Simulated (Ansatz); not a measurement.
Basis sets compared for [TcOF4]- (TcOF₄⁻). Charge -1, multiplicity 1. Geometry PBE0-D4/def2-SVPD. Ansatz on 4 threads of Arm Neoverse V2 on a shared host; times are rough, and most runs start from earlier orbitals.

```xyz
6

Tc   -0.062    0.156   -0.031
O    -0.654    1.640   -0.323
F     1.052    0.179    1.516
F     1.597   -0.085   -0.939
F    -0.694   -1.079   -1.339
F    -1.240   -0.811    1.116
```

In the def2 sets Tc takes a core potential; there is no spin–orbit coupling. At PBE-D4/def2-SVPD, PBE-D4/def2-TZVPD the highest occupied level of the charge -1 singlet lies above zero (up to 0.46 eV). By energy differences its removal costs 3.10 eV (vertical, to the charge 0 doublet, at PBE-D4/def2-TZVPD), and other spins of that charge weren't run; a positive level beside a positive removal energy at the same level points to self-interaction error.

```tsv
level	functions	energy (Eh)	HOMO (eV)	LUMO (eV)	wall time
PBE-D4/def2-SVPD	149	-554.9201	0.33	1.45	1.4 s
PBE0-D4/def2-SVPD	149	-554.8276	-1.82	2.18	1.9 s
```

(1) Estimate the rows for PBE-D4/def2-TZVPD, PBE0-D4/def2-TZVPD (with forces).

## Answers

(1) 
```json
{"level": "PBE-D4/def2-TZVPD", "functions": "240", "energy (Eh)": "-555.4890", "HOMO (eV)": "0.46", "LUMO (eV)": "1.60", "wall time": "2.2 s"}
{"level": "PBE0-D4/def2-TZVPD (with forces)", "functions": "240", "energy (Eh)": "-555.3992", "HOMO (eV)": "-1.66", "LUMO (eV)": "2.37", "wall time": "4.9 s"}
```
